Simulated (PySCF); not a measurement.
Computed shifts of a molecule CH7ClFNSi2, PBE0/pcSseg-1 (PySCF), GIAO, gas phase, equivalent atoms averaged, in ppm (number of nuclei): ¹³C: 0.8 (1). ²⁹Si: 2.9 (1), -54.8 (1). ¹⁹F: -117.1 (1). ¹⁵N: 39.2 (1). ¹H: 4.92 (3), 0.91 (1), 0.79 (3). References: ¹³C against TMS (σ = 186.3 ppm); ²⁹Si against TMS (σ = 352.7 ppm); ¹⁹F against CFCl3 (σ = 167.2 ppm); ³⁵Cl against HCl (σ = 945.9 ppm); ¹⁵N against NH3 (σ = 267.4 ppm); ¹H against TMS (σ = 31.56 ppm), references at their B3LYP-D3(BJ)/def2-TZVP geometries, non-relativistic (without spin–orbit terms, shifts of atoms bonded to Cl or Br come out too high). Coordinates come from a PBE0-D3(BJ)/def2-SVP optimisation. One conformer was computed; it need not be the lowest.

Pick the molecule that these values belong to.
A) C[Si@](F)(Cl)N[SiH3]
B) C[Si@](N)(F)[SiH2]Cl
C) CN[Si@H](F)[SiH2]Cl
D) F[Si@@H](Cl)NC[SiH3]

A, C[Si@](F)(Cl)N[SiH3]
